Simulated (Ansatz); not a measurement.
A run on C$_{4}$H$_{6}$F$_{4}$, SMILES `CC(F)(F)CC(F)F` with other settings.

```yaml
crystal:
  periodic: [false, false, false]
  atoms:
    - {symbol: C, position_ang: [-0.795700, -1.319256, 0.715685]}
    - {symbol: C, position_ang: [-0.777440, -0.377573, -0.454098]}
    - {symbol: F, position_ang: [-0.228975, -1.018795, -1.535080]}
    - {symbol: F, position_ang: [-2.066409, -0.089817, -0.805884]}
    - {symbol: C, position_ang: [-0.061012, 0.947259, -0.279613]}
    - {symbol: C, position_ang: [1.430777, 0.839326, -0.104642]}
    - {symbol: F, position_ang: [1.973221, 2.082072, -0.149631]}
    - {symbol: F, position_ang: [1.741481, 0.315919, 1.112817]}
    - {symbol: H, position_ang: [0.216048, -1.621584, 0.979943]}
    - {symbol: H, position_ang: [-1.254439, -0.833358, 1.576868]}
    - {symbol: H, position_ang: [-1.380808, -2.198228, 0.444577]}
    - {symbol: H, position_ang: [-0.250159, 1.535351, -1.180016]}
    - {symbol: H, position_ang: [-0.478518, 1.483568, 0.574822]}
    - {symbol: H, position_ang: [1.918834, 0.225914, -0.867047]}
basis:
  gaussian: {orbitals: def2-TZVPP}
magnetization: {spin_polarized: false, initial_magnetization: 2}
hamiltonian: {xc: {name: B97M-V}}
output: {forces: true}
```

```sh
$ ansatz run in.yaml --threads 2 --pin off --events-out ev --progress --plain --max-ram 32768MiB --backend cuda --devices 0, --max-vram 18GiB
```

Shortened log:

```
Functional definition: B97M-V
1698 factors; their error is unknown
mean field evaluation 1: about -15096.6932 eV, gradient 6.5e1 eV
mean field evaluation 2: about -15076.5325 eV, gradient 1.0e2 eV
mean field evaluation 4: about -15102.8984 eV, gradient 3.6e1 eV
mean field evaluation 8: about -15107.5537 eV, gradient 2.9e0 eV
mean field evaluation 16: about -15107.5855 eV, gradient 1.5e-1 eV
mean field evaluation 32: about -15107.5385 eV, gradient 3.1e-3 eV
mean field -15107.53847340 eV, -555.1917986399 hartree, gradient 2.5e-5 eV, S^2 2.000000; 12 other end points of the search recorded, 0 dependent functions left out
reference -15107.53853769 eV, -555.1918010028 hartree; 34, 32 occupied and 298, 300 virtual orbitals, 1698 factors
Total energy: -15107.53853769 eV, -555.1918010028 hartree
Atom 0 at    -0.795700    -1.319256     0.715685 Å, force     0.593918    -0.540749     1.072456 eV/Å
Atom 1 at    -0.777440    -0.377573    -0.454098 Å, force     0.253886    -1.093048    -1.046923 eV/Å
Atom 2 at    -0.228975    -1.018795    -1.535080 Å, force    -0.385831     0.076795    -0.293988 eV/Å
Atom 3 at    -2.066409    -0.089817    -0.805884 Å, force     0.320513     0.251071    -0.115370 eV/Å
Atom 4 at    -0.061012     0.947259    -0.279613 Å, force    -0.147982     0.416370     0.380741 eV/Å
Atom 5 at     1.430777     0.839326    -0.104642 Å, force     0.587329    -1.177518     0.932720 eV/Å
Atom 6 at     1.973221     2.082072    -0.149631 Å, force    -0.168877     0.620854     0.333731 eV/Å
Atom 7 at     1.741481     0.315919     1.112817 Å, force     0.244871     0.402048    -0.434221 eV/Å
Atom 8 at     0.216048    -1.621584     0.979943 Å, force    -0.281685     0.189047    -0.213823 eV/Å
Atom 9 at    -1.254439    -0.833358     1.576868 Å, force    -0.228630     0.517590     0.452720 eV/Å
Atom 10 at    -1.380808    -2.198228     0.444577 Å, force    -0.137563     0.056784    -0.406045 eV/Å
Atom 11 at    -0.250159     1.535351    -1.180016 Å, force    -0.383069     0.219236    -0.944643 eV/Å
Atom 12 at    -0.478518     1.483568     0.574822 Å, force    -0.062382     0.228934     0.578942 eV/Å
Atom 13 at     1.918834     0.225914    -0.867047 Å, force    -0.204498    -0.167415    -0.296296 eV/Å
Dipole moment:     0.170590    -0.095928    -0.095240 e Å
```

Hardware: 2 threads of an AMD EPYC 7R13 on a shared host and a share of an NVIDIA H100 80 GB. Wall time 56 s, peak host memory 1.2 GiB.
